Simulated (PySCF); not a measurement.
Ga₂O (singlet). All numbers come from PBE0 in PySCF with O def2-TZVP, Ga def2-TZVP; no relativity; density-fitted integrals.

Harmonic bands of its minimum:

| ω (cm⁻¹) | IR (km/mol, summed over degenerate members) | degeneracy |
| --- | --- | --- |
| 66 | 5.5 | 2 |
| 297 | 0.0 | 1 |
| 848 | 746 | 1 |

**Question.** The central atom is O. Infer the point group and assign the bands.

**Answer.** D∞h. The modes span πu + σg+ + σu+: 66 πu, 297 σg+, 848 σu+. The computed geometry has O–Ga 1.801 Å (×2); Ga–O–Ga 180.0°.

This need not be the most stable arrangement of these atoms.
